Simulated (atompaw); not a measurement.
# What one change does to a pseudopotential (Nd (Z = 60), PAW (atompaw))

* Element: Nd
* Generator: atompaw 4.2.0.5
* Type: PAW
* Functional: LDA (PW92)
* Relativity: scalar-relativistic
* Frozen core: [Xe]
* Valence charge: 6
* Reference configuration: 4f3 5d0 6s0 6p0 (charge +3)
* Partial waves: 6s (bound, empty): rc 2.95 bohr; 6s channel at -1.2 Ry: rc 2.95 bohr; 6p (bound, empty): rc 2.95 bohr; 6p channel at -0.25 Ry: rc 2.90 bohr; 5d (bound, empty): rc 2.95 bohr; 5d channel at 2.3 Ry: rc 2.95 bohr; 4f (bound): rc 0.95 bohr; 4f channel at -1.8 Ry: rc 0.95 bohr
* Local potential: bessel scheme, radius 2.75 bohr
* Core correction: smooth core density matched at 2.20 bohr
* Augmentation charge: sinc compensation charge, radius 2.50 bohr; PAW radius 2.95 bohr; waves and projectors: custom rrkj gramschmidtortho

Change: local potential troulliermartins scheme with l = 4 at 0 Ry, radius 2.75 bohr.

Cutoffs: the cutoffs (Ry, on a coarse ladder) from which the occupation-weighted sum of valence levels, in a spherical-Bessel basis at the reference potential, stays within 10 and 1 mRy of its value at 400 Ry; they do not see the model core or the augmentation charge, which bear on the density cutoff.

Q: What does the change do?

A: The potential gets neither clearly harder nor softer (160 Ry and 260 Ry → 160 Ry and 260 Ry); both files keep a bound ghost (p, s); the range in which the s phases agree narrows (upper end 2.6 → 0.9); the range in which the p phases agree narrows (upper end 4.4 → 3.0).

```tsv
quantity	base	changed
cutoff, loose	160 Ry	160 Ry
cutoff, tight	260 Ry	260 Ry
bound ghosts	s, p	s, p
s: phases at 2.96 bohr within 0.05 rad from the reference energy up to (Ry; the scan ends near 5)	2.6	0.9
p: phases at 2.96 bohr within 0.05 rad from the reference energy up to (Ry; the scan ends near 5)	4.4	3.0
d: phases at 2.96 bohr within 0.05 rad from the reference energy up to (Ry; the scan ends near 5)	0.8	to the end of the scan
f: phases at 2.96 bohr within 0.05 rad from the reference energy up to (Ry; the scan ends near 5)	2.5	3.1
lowest overlap eigenvalue by channel	s 0.59, p 0.95, d 0.81, f 1.00	s 0.62, p 0.95, d 0.74, f 0.93
```

 A true bound ghost makes a file unfit for plane-wave use even where its test errors are small: the radial tests pick states by their node count and pass the ghost by. The cutoffs see the waves, projectors and local potential, not the compensation charge or the core.
